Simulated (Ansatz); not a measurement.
**Two structures, one formula**

Two relaxed structures of BSiH$_{3}$F$_{2}$, closed shell (PBE0-D4/def2-TZVP; forces vanish, vibrations not checked).

A:

```csv
atom,x (Å),y (Å),z (Å)
B1,-0.7530,0.9609,-0.0678
Si2,0.5008,-0.6093,0.0369
F3,0.6233,-1.1603,1.5276
F4,-0.0208,-1.8311,-0.8441
H5,-1.3658,1.1899,-1.0669
H6,-0.8561,1.7258,0.8435
H7,1.8715,-0.2759,-0.4293
```

B:

B1  (-0.718, 0.897, -0.002)
Si2  (0.985, -0.202, 0.153)
F3  (0.518, -1.365, 1.231)
F4  (0.080, -1.919, -1.242)
H5  (-1.419, 0.906, -0.975)
H6  (-0.934, 1.751, 0.815)
H7  (-0.077, -2.464, -0.505)
(Å)

Ansatz 0.2.0; basis: def2-TZVPP; cores frozen in the correlated methods. B3LYP uses VWN-RPA correlation.

Task: Which structure is lower at CCSD(T), and by how much? (To be estimated.)

Result: The calculation gives: A, by 3.433 eV (electronic energy, against the other). By their contacts, A is BSiH₃F₂ ([BH2][SiH]([F])[F]) and B is a complex of BSiH₂F ([BH2][Si][F]) + HF.

All methods give the same order:

| method | E(B) − E(A) (eV) |
| --- | --- |
| PBE-D4 | 3.158 |
| r2SCAN-D4 | 3.523 |
| PBE0-D4 | 3.381 |
| B3LYP-D4 | 3.355 |
| wB97M-V | 3.317 |
| HF | 3.783 |
| MP2 | 3.596 |
| CCSD | 3.479 |
| CCSD(T) | 3.433 |

No T1 diagnostic of these runs exceeds 0.014. The restricted Hartree–Fock reference is unstable towards an unrestricted one at one or more of these structures.

Labels in which every atom is bracketed show which atoms are joined, not bond orders.

For scale, one of the runs: CCSD(T)/def2-TZVPP, 177 basis functions, launched by `ansatz run in.yaml --threads 2 --pin off --events-out ev --progress --plain --max-ram 4352MiB`. Time: 16 s of wall clock on 2 CPU threads of an AMD EPYC 9R45; the host was shared. Peak host memory: 1.7 GiB.
